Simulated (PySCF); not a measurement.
Level of theory: PySCF with PBE-D3(BJ)/def2-TZVP // B3LYP-D3(BJ)/def2-TZVP. All species are isolated molecules in the gas phase. One relaxed conformer stands for a flexible species; it need not be the lowest. 

Reference species (SMILES): `C=NC` (neutral, multiplicity 1).

```yaml
HOMO: -5.84 eV
```

Changed species: `C(=C)N`.

Task: Predict the effect on the HOMO.

Result: the HOMO increases by 0.99 eV, to -4.85 eV.
